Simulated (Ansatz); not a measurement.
A structure relaxed at r2SCAN-D4/def2-SVP in Ansatz, charge 0, singlet:

```xyz
10

Al    1.150    1.469   -0.186
Al   -0.374   -0.114    1.395
Al    1.052   -1.069   -1.018
Al   -1.103    0.501   -1.236
O     0.691    1.276    1.461
O    -0.078    1.909   -1.329
O    -0.376   -0.889   -1.982
O    -1.719    0.193    0.334
O     0.881   -1.459    0.724
O    -0.124   -1.818    1.838
```

(1) Give its formula.

(2) Summarise the bond lengths by kind (pairs closer than 1.2 times the sum of covalent radii, bridged metal pairs left out).

Results:

(1) the cluster Al4O6.

(2) 11 × Al–O 1.71 to 1.96 Å; 1 × Al–Al 2.67 Å; 1 × O–O 1.54 Å.

The structure holds one bond between oxygen atoms, so isomers without such links may lie far lower. The restricted singlet is unstable towards broken spin symmetry in Hartree–Fock (as tested in another run); at r2SCAN-D4/def2-SVP this wasn't settled. Another isomer (singlet) lies 5.69 eV lower at PBE0-D4/def2-TZVP; other spin states weren't run for this one.
